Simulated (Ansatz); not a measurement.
Reaction (ligand exchange at the Si–O bond): `CO[SiH2]S[SiH2]F` + H–F → `F[SiH2]S[SiH2]F` + CH₃OH

Gas-phase electronic energies from Ansatz, PBE0-D4/def2-TZVP geometries. CBS: MP2 limit from def2 TZ/QZ plus the TZ coupled-cluster correction, frozen cores. This one scheme is used for every species. DFT in def2-TZVPP. One conformer a species, not always the lowest.

`CO[SiH2]S[SiH2]F`:

```xyz
13

C    -0.097    0.133    2.070
O     1.155    0.407    1.474
Si    1.394    0.572   -0.129
S     0.938   -1.225   -1.218
Si   -0.997   -0.721   -1.897
F    -2.021   -0.598   -0.672
H     0.028    0.189    3.152
H    -0.855    0.862    1.763
H    -0.449   -0.867    1.802
H     0.537    1.649   -0.692
H     2.835    0.841   -0.300
H    -1.450   -1.829   -2.765
H    -1.017    0.586   -2.589
```

H–F:

Z-matrix (Å, degrees):
```
F
H 1 0.920
```

`F[SiH2]S[SiH2]F`:

Cartesian coordinates in Å:
```
F 2.251 -0.978 0.398
Si 0.702 -1.334 0.544
S -0.366 0.301 1.379
Si -0.734 1.360 -0.425
F -2.057 0.819 -1.134
H 0.582 -2.463 1.489
H 0.195 -1.653 -0.809
H 0.383 1.174 -1.377
H -0.957 2.775 -0.063
```

CH₃OH:

```xyz
6

C     0.201   -0.051   -0.289
O    -0.920    0.371    0.453
H     0.008    0.203   -1.332
H     0.360   -1.135   -0.227
H     1.123    0.457    0.020
H    -0.773    0.155    1.376
```

```json
{"species": "`CO[SiH2]S[SiH2]F`", "r2SCANh-D4 energy (Eh)": "-1194.64867"}
{"species": "H–F", "r2SCANh-D4 energy (Eh)": "-100.44149"}
{"species": "`F[SiH2]S[SiH2]F`", "r2SCANh-D4 energy (Eh)": "-1179.40273"}
{"species": "CH₃OH", "r2SCANh-D4 energy (Eh)": "-115.70021"}
```

(1) Work out ΔE.

Largest T1 diagnostic among the species: 0.012.

Answers

(1) ΔE = (-1179.40273) + (-115.70021) − (-1194.64867) − (-100.44149) = -0.01278 Eh = -8.0 kcal/mol. CCSD(T)/CBS gives -7.1 kcal/mol.

In def2-TZVPP, CCSD(T) changes the Hartree–Fock value by +3.8 kcal/mol (the triples alone add +0.7 kcal/mol) and MP2 by +4.6 kcal/mol. From BLYP to BHLYP (50 % exact exchange), in def2-TZVPP and without D4, ΔE moves by +1.0 kcal/mol.
